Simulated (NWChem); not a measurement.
System: GeSiH$_{6}$O; SMILES [SiH3][O][GeH3]

```xyz
9

Ge     0.0439     1.1236     0.0000
O     -0.6177    -0.5516     0.0000
Si     0.1329    -2.0485     0.0000
H     -1.1963     2.0471     0.0048
H      0.9090     1.3192     1.2757
H      0.9012     1.3223    -1.2805
H      0.9998    -2.2286    -1.2223
H     -0.9418    -3.0969     0.0029
H      1.0043    -2.2262     1.2195
```
Atoms are numbered in this order, from 1.

Program: NWChem. Medium grid unless said otherwise, to which SCAN and Minnesota functionals are sensitive. Geometry: optimised at PBE-D3(BJ)/def2-SVP. Total energies of different functionals are on different scales.

```json
[
 {"level": "B3LYP/def2-SVP", "energy (Ha)": "-2445.0205", "highest occupied level (eV)": "-8.08", "orbital gap (eV)": "7.86", "dipole (D)": "1.26"},
 {"level": "PBE/def2-SVP", "energy (Ha)": "-2444.3834", "highest occupied level (eV)": "-6.83", "orbital gap (eV)": "5.91", "dipole (D)": "1.20"},
 {"level": "BP86/def2-SVP", "energy (Ha)": "-2445.2408", "highest occupied level (eV)": "-6.96", "orbital gap (eV)": "5.96", "dipole (D)": "1.20"},
 {"level": "LRC-wPBEh/def2-SVP", "energy (Ha)": "-2444.4966", "highest occupied level (eV)": "-10.19", "orbital gap (eV)": "11.87", "dipole (D)": "1.30"},
 {"level": "SCAN/def2-SVP", "energy (Ha)": "-2445.1142", "highest occupied level (eV)": "-7.23", "orbital gap (eV)": "6.55", "dipole (D)": "1.24"},
 {"level": "LDA (Slater exchange, VWN5)/def2-SVP", "energy (Ha)": "-2440.0439", "highest occupied level (eV)": "-6.89", "orbital gap (eV)": "5.70", "dipole (D)": "1.23"},
 {"level": "KT2/def2-SVP", "energy (Ha)": "-2457.0772", "highest occupied level (eV)": "-6.93", "orbital gap (eV)": "5.80", "dipole (D)": "1.17"},
 {"level": "LDA (Slater exchange, PW92)/def2-SVP", "energy (Ha)": "-2440.0227", "highest occupied level (eV)": "-6.89", "orbital gap (eV)": "5.70", "dipole (D)": "1.23"},
 {"level": "B97-D/def2-SVP", "energy (Ha)": "-2445.9399", "highest occupied level (eV)": "-6.88", "orbital gap (eV)": "6.12", "dipole (D)": "1.22"},
 {"level": "PBE0/def2-SVP", "energy (Ha)": "-2444.4758", "highest occupied level (eV)": "-8.34", "orbital gap (eV)": "8.32", "dipole (D)": "1.28"}
]
```
